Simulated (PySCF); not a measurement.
Molecule: `CCC([SiH3])([SiH3])[SiH3]`, C3H14Si3.

Bonds (- single, = double, # triple, : aromatic): C1-C2, C2-C3, C3-Si4, C3-Si5, C3-Si6. C1 carries H7, H8, H9; C2 carries H10, H11; Si4 carries H12, H13, H14; Si5 carries H15, H16, H17; Si6 carries H18, H19, H20.

Geometry PBE0-D3(BJ)/def2-SVP throughout; GIAO in PySCF, gas phase, one conformer, non-relativistic; equivalent atoms averaged; functional PBE0.

**Question.** How do the absolute shieldings σ depend on the basis set? (ppm; last column core-seconds on shared hosts with different chips, so compare them loosely)

**Answer.** 
| basis set | functions | C2 | C1 | C3 | Si4/Si5/Si6 | H12/H13/H14/H15/H16/H17/H18/H19/H20 | H10/H11 | H7/H8/H9 | core-s |
| --- | --- | --- | --- | --- | --- | --- | --- | --- | --- |
| STO-3G | 56 | 203.4 | 215.0 | 254.1 | 574.1 | 30.96 | 31.91 | 32.01 | 6.2 |
| 6-31G | 94 | 169.1 | 183.7 | 206.4 | 473.6 | 28.71 | 30.70 | 31.25 | 13 |
| pcSseg-0 | 94 | 163.0 | 176.3 | 210.0 | 449.9 | 28.81 | 31.46 | 31.71 | 11 |
| 6-31G* | 124 | 166.6 | 178.9 | 200.0 | 443.4 | 27.74 | 30.13 | 30.82 | 17 |
| def2-SVP | 166 | 165.7 | 179.9 | 202.3 | 475.3 | 27.32 | 29.91 | 30.41 | 20 |
| cc-pVDZ | 166 | 165.4 | 181.3 | 201.0 | 471.8 | 27.30 | 29.60 | 30.27 | 24 |
| pcSseg-1 | 193 | 154.5 | 168.9 | 193.0 | 408.6 | 27.28 | 29.71 | 30.14 | 29 |
| 6-311+G(2d,p) | 270 | 156.5 | 171.9 | 190.5 | 399.9 | 27.23 | 29.68 | 30.39 | 43 |
| aug-cc-pVDZ | 276 | 164.2 | 180.6 | 199.8 | 462.3 | 27.24 | 29.56 | 30.22 | 52 |
| def2-TZVP | 288 | 156.0 | 171.4 | 190.6 | 388.3 | 27.19 | 29.66 | 30.35 | 51 |

**Question.** Which nucleus moves most, in ppm?

**Answer.** Si4/Si5/Si6 (silicon bonded to C, 3 H): from 388.3 ppm with def2-TZVP to 574.1 ppm with STO-3G. The smallest spread is 1.88 ppm, at H7/H8/H9. Proton shifts span only some 12 ppm, so a few tenths of a ppm matter as much there as several ppm in carbon.

**Question.** Taking the largest basis, def2-TZVP (288 functions), as the yardstick, rank the others by their worst heavy-atom deviation.

**Answer.** 6-311+G(2d,p) 11.6 ppm (270 functions), pcSseg-1 20.3 ppm (193 functions), 6-31G* 55.1 ppm (124 functions), pcSseg-0 61.6 ppm (94 functions), aug-cc-pVDZ 74.0 ppm (276 functions), cc-pVDZ 83.5 ppm (166 functions), 6-31G 85.3 ppm (94 functions), def2-SVP 87.0 ppm (166 functions), STO-3G 185.8 ppm (56 functions).

A small basis that lands close on one nucleus may do so by chance; judge by the trend and by all nuclei.
